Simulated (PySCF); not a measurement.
Job file and geometry (Å, from GFN2-xTB) of an NMR shielding run on `CC(=S)[C@@H]1[SiH2]C=C[SiH2][C@H]1F`, C₆H₁₁FSSi₂, PySCF, GIAO PBE0/pcSseg-1 NMR shielding, non-relativistic, gas phase; density fitting, a coarse starting grid and PySCF grid level 2 are the driver's defaults:

```
$ OMP_NUM_THREADS=1 python probes_run.py task.json out

{"job": {"kind": "nmr", "xc": "PBE0", "basis": "pcSseg-1"}, "charge": 0, "multiplicity": 1}
C      2.758069    -0.001569    -0.509880
C      1.895029     0.690971     0.484927
S      2.556310     1.478355     1.753750
C      0.426177     0.611764     0.347275
Si    -0.139680    -0.877955     1.436507
C     -1.967775    -1.175652     1.102849
C     -2.683770    -0.628363     0.119930
Si    -2.021817     0.594610    -1.150216
C     -0.106127     0.464375    -1.068659
F      0.420583     1.480492    -1.873497
H      2.430896    -1.031340    -0.658326
H      3.794458     0.006488    -0.181611
H      2.693760     0.513070    -1.470097
H     -0.005779     1.507980     0.802199
H      0.631144    -2.067152     1.042921
H      0.098781    -0.536511     2.837186
H     -2.456380    -1.866345     1.781915
H     -3.734589    -0.884954     0.038225
H     -2.457176     0.233109    -2.501632
H     -2.398737     1.968203    -0.807107
H      0.257704    -0.462633    -1.527130
```

**Question.** Write the output of this run.

**Answer.** 
```
coarse grid: 19296 points
cycle   1  E = -1311.2487046256  dE =  1.139e+00  |g| = 6.081e-01  |ddm| = 4.384e+00
cycle   2  E = -1311.1627590227  dE =  8.595e-02  |g| = 9.027e-01  |ddm| = 1.504e+00
cycle   3  E = -1311.3250744257  dE = -1.623e-01  |g| = 1.810e-01  |ddm| = 1.079e+00
cycle   4  E = -1311.3327919802  dE = -7.718e-03  |g| = 6.577e-02  |ddm| = 2.868e-01
cycle   5  E = -1311.3338875683  dE = -1.096e-03  |g| = 2.012e-02  |ddm| = 1.018e-01
cycle   6  E = -1311.3339682813  dE = -8.071e-05  |g| = 3.961e-03  |ddm| = 2.148e-02
cycle   7  E = -1311.3339711870  dE = -2.906e-06  |g| = 1.336e-03  |ddm| = 5.140e-03
final grid: 173544 points
cycle   8  E = -1311.4029877944  dE = -5.039e-05  |g| = 1.204e-02  |ddm| = 4.415e-02
cycle   9  E = -1311.4029025409  dE =  8.525e-05  |g| = 2.147e-02  |ddm| = 3.747e-02
cycle  10  E = -1311.4030226811  dE = -1.201e-04  |g| = 3.126e-03  |ddm| = 2.825e-02
cycle  11  E = -1311.4030252597  dE = -2.579e-06  |g| = 5.446e-04  |ddm| = 4.021e-03
cycle  12  E = -1311.4030253186  dE = -5.889e-08  |g| = 1.871e-04  |ddm| = 6.765e-04
cycle  13  E = -1311.4030253241  dE = -5.474e-09  |g| = 5.527e-05  |ddm| = 1.740e-04
cycle  14  E = -1311.4030253247  dE = -6.730e-10  |g| = 1.047e-05  |ddm| = 8.500e-05
converged SCF energy = -1311.4030253247

GIAO shielding tensors (ppm)
atom      isotropic    diamagn.    paramagn.     s11        s22        s33       span
  0 C      147.646     248.369    -100.723    123.224    137.890    181.824     58.599
  1 C      -84.371     258.622    -342.993   -254.416   -141.649    142.952    397.368
  2 S     -450.720    1057.048   -1507.767  -1512.279   -361.817    521.937   2034.217
  3 C      122.595     257.895    -135.300     88.310    121.685    157.790     69.480
  4 Si     378.364     882.597    -504.233    322.702    377.543    434.848    112.145
  5 C       31.561     261.503    -229.942    -82.558      4.419    172.823    255.380
  6 C       33.032     259.606    -226.574    -81.399      8.398    172.096    253.496
  7 Si     403.304     881.094    -477.790    379.781    397.450    432.681     52.900
  8 C      100.675     248.812    -148.138     61.862     76.177    163.985    102.122
  9 F      402.375     475.090     -72.716    352.248    401.422    453.454    101.207
 10 H       28.494      30.695      -2.201     24.957     28.821     31.705      6.748
 11 H       28.400      28.995      -0.595     24.553     28.359     32.288      7.735
 12 H       28.434      28.786      -0.352     23.829     29.540     31.933      8.104
 13 H       27.039      34.875      -7.836     23.297     27.860     29.959      6.662
 14 H       27.349      30.701      -3.352     23.900     26.848     31.298      7.398
 15 H       27.239      30.449      -3.211     23.480     26.236     32.000      8.519
 16 H       24.498      28.674      -4.176     23.502     23.855     26.136      2.634
 17 H       24.447      27.658      -3.211     23.567     23.634     26.141      2.574
 18 H       27.089      28.798      -1.709     23.699     25.116     32.453      8.754
 19 H       27.175      29.264      -2.088     24.311     25.337     31.878      7.568
 20 H       26.122      33.210      -7.088     24.358     25.623     28.384      4.026
```

**Question.** Turn these shieldings into chemical shifts. Chemical shifts δ = σref − σ; ¹³C (186.93 ppm), ²⁹Si (349.16 ppm), ¹H (31.72 ppm) against TMS; CS2 for ³³S (503.73 ppm); ¹⁹F (170.95 ppm) vs CFCl3, all at this level.

**Answer.** Averaging equivalent atoms: C 1: 271.3; C 5: 155.4; C 6: 153.9; C 8: 86.3; C 3: 64.3; C 0: 39.3; S 2: 954; Si 4: -29.2; Si 7: -54.1; F 9: -231.4; H 17: 7.27; H 16: 7.22; H 20: 5.60; H 13: 4.68; H 18: 4.63; H 19: 4.54; H 15: 4.48; H 14: 4.37; H 10/11/12: 3.27 ppm. Unscaled 19F shifts against computed CFCl3 carry errors that often reach 10 to 50 ppm.

Size and cost of the density-fitted run: 246 basis functions, 82 s wall time on 1 thread of an Arm Neoverse V1, shared host; peak memory 1.1 GiB.
